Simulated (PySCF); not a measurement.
**UHF on Li²⁺ (lithium, charge +2)**

Configuration: 1s1, 2S determinant. Calculation: PySCF 2.14, in pcseg-2 (4s2p1d, 15 functions); the non-relativistic Hamiltonian (point nucleus).

```
Total energy                                     : -4.481575 hartree
One-electron energy                              : -4.4816 hartree
Hartree (Coulomb) energy                         : 0.9076 hartree
Exchange energy                                  : -0.9076 hartree
Kinetic energy                                   : 4.37187 hartree
⟨S²⟩                                             : 0.7500
⟨L²⟩                                             : 0.000
Sum of ⟨r⟩                                       : 0.5332 bohr
Sum of ⟨r²⟩                                      : 0.4771 bohr²
Density at the nucleus (Gaussians lack the cusp) : 8.40 bohr⁻³
Spin density at the nucleus                      : 8.40 bohr⁻³
Langevin diamagnetic susceptibility              : -0.378 ×10⁻⁶ cm³/mol
Time after the integrals                         : 0.02 s of wall time on 1 thread of Intel(R) Xeon(R) 6975P-C (shared host)
```

```
shell  electrons  mean orbital energy (eV)  rms radius, mean of both spins (bohr)
 1s α          1                   -121.95                                  0.691
```
